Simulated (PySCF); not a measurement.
Compound: C5H9OS (doublet state).
Z-matrix (Å and degrees, GFN2-xTB geometry), rows numbered from 1:
```
C 
C   1  1.5094
O   2  1.2039  1  122.75
C   2  1.5138  1  114.03  3  -179.84
C   4  1.5438  2  112.57  1   162.37
C   5  1.4794  4  112.89  2   -66.72
S   6  1.7308  5  118.36  4   -78.95
H   1  1.0868  2  110.93  3  -137.80
H   1  1.0893  2  108.42  3   103.54
H   1  1.0868  2  110.33  3   -15.41
H   4  1.0935  2  107.17  1   -77.43
H   4  1.0917  2  109.67  1    39.35
H   5  1.0921  4  108.04  2    53.46
H   5  1.0927  4  108.21  2   171.64
H   6  1.0749  5  119.82  4    74.71
H   7  1.3332  6   96.78  5  -177.94
```

The hyperfine couplings belong to this conformer and change with its torsions.

As a line formula: `CC(=O)CC[CH]S` [radical].

Theory: UKS B3LYP, pcH-1 on C H O S, non-relativistic, mean-field spin-orbit, GIAO in PySCF. One conformer (not necessarily the lowest) at the GFN2-xTB geometry, without solvent, vibrations or thermal averaging. The geometry wasn't refined by DFT: couplings that depend on bond lengths, twists or pyramidal angles can differ widely from those at the functional's own minimum. Stability of the SCF solution: not tested.

The largest Mulliken spin populations are on C6 (+0.87), S7 (+0.15) and C5 (-0.06). The angles at C6 add up to 354.8°, so it is nearly planar; its axial dipolar tensor and the negative coupling of its proton fit spin in a p orbital normal to that plane.

(1) How do the β-proton couplings of this frozen conformer go with θ, the angle between the C–H bond and the normal to the plane of the spin centre's three neighbours, both seen down the bond from centre to carbon?

Results:

(1) 
```
β H  on  centre  θ (°)  cos²θ   a (G)
H13  C5      C6     60   0.24  +11.65
H14  C5      C6     59   0.27   +9.06
```

Couplings in gauss use g_iso = 2.0044.
